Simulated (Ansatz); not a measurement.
Basis-set extrapolation for CH$_{3}$BClO, SMILES `CO[B]Cl` radical (PBE0-D4/def2-TZVP geometry, frozen core, the Gaussian-basis code of Ansatz). Multiplicity 2, UHF reference.

|  | cc-pV(T+d)Z | cc-pV(Q+d)Z |
| --- | --- | --- |
| HF | -598.757236 | -598.770803 |
| MP2 correlation | -0.669927 | -0.723984 |
| CCSD(T) correlation | -0.732541 | -0.784331 |

Energies in hartree. Use E(X) = E(∞) + A·exp(−5.46·√X) for Hartree–Fock and E(X) = E(∞) + B·X^(−3.05) for correlation, with X = 3 and 4.

**Question.** What is the CCSD(T) energy at the basis-set limit?

**Answer.** HF limit: -598.770803 + (-0.013567) × 0.30130 = -598.77489. Correlation limit: -0.784331 + (-0.051790) × 0.71189 = -0.82120. Total: -599.59609 hartree, 279.1 kJ/mol below CCSD(T)/cc-pV(T+d)Z.
